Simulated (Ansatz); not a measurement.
[M(H2O)6] with several metals: PBE0-D4/def2-TZVP single points in Ansatz on relaxed structures, gas phase. Core potentials for Ce, Dy, Eu, Gd, Ho, Nd, Sm, Tb, Tm, Yb, no spin–orbit coupling. HOMO and LUMO are taken over both spins. With an open 4f shell the SCF may have ended above the lowest state. Names give formal oxidation states. The structures are stationary points that may keep the symmetry of their start. Remarks come from the PBE and PBE0 runs and from stability tests at other levels; not every state was tested.

```tsv
species	atoms	state	geometry	HOMO (eV)	LUMO (eV)	gap (eV)	point group (within 0.1 Å)	remarks
[V(H2O)6]2+ (VO6H12²⁺)	19	quartet	PBE-D4/def2-SVP	-13.56	-7.98	5.58	Ci	–
[Nd(H2O)6]3+ (NdO6H12³⁺)	19	quartet	r2SCAN-D4/def2-SVP	-22.56	-15.54	7.01	–	–
[Sm(H2O)6]3+ (SmO6H12³⁺)	19	sextet	PBE-D4/def2-SVP	-22.53	-17.53	5.00	–	–
[Eu(H2O)6]3+ (EuO6H12³⁺)	19	septet	r2SCAN-D4/def2-SVP	-22.65	-18.48	4.18	–	spin-contaminated (⟨S²⟩ up to 12.17)
[Gd(H2O)6]3+ (GdO6H12³⁺)	19	octet	PBE-D4/def2-SVP	-22.71	-13.49	9.22	Th	–
[Tb(H2O)6]3+ (TbO6H12³⁺)	19	septet	r2SCAN-D4/def2-SVP	-22.17	-14.31	7.87	Th	–
[Ho(H2O)6]3+ (HoO6H12³⁺)	19	quintet	PBE-D4/def2-SVP	-22.86	-14.86	8.01	Th	–
[Tm(H2O)6]3+ (TmO6H12³⁺)	19	triplet	r2SCAN-D4/def2-SVP	-23.04	-16.17	6.87	–	–
```

(1) Estimate the rows for [Co(H2O)6]2+ (CoO6H12²⁺) (quartet, r2SCAN-D4/def2-SVP geometry); [Ce(H2O)6]3+ (CeO6H12³⁺) (doublet, PBE-D4/def2-SVP geometry); [Dy(H2O)6]3+ (DyO6H12³⁺) (sextet, PBE-D4/def2-SVP geometry); [Yb(H2O)6]3+ (YbO6H12³⁺) (doublet, PBE-D4/def2-SVP geometry).

(1) 
| species | atoms | state | geometry | HOMO (eV) | LUMO (eV) | gap (eV) | point group (within 0.1 Å) |
| --- | --- | --- | --- | --- | --- | --- | --- |
| [Co(H2O)6]2+ (CoO6H12²⁺) | 19 | quartet | r2SCAN-D4/def2-SVP | -16.11 | -10.02 | 6.09 | – |
| [Ce(H2O)6]3+ (CeO6H12³⁺) | 19 | doublet | PBE-D4/def2-SVP | -20.23 | -14.13 | 6.11 | – |
| [Dy(H2O)6]3+ (DyO6H12³⁺) | 19 | sextet | PBE-D4/def2-SVP | -22.76 | -15.19 | 7.58 | – |
| [Yb(H2O)6]3+ (YbO6H12³⁺) | 19 | doublet | PBE-D4/def2-SVP | -22.91 | -17.21 | 5.70 | – |

The gap (eV) runs from 4.18 ([Eu(H2O)6]3+) to 9.22 ([Gd(H2O)6]3+).
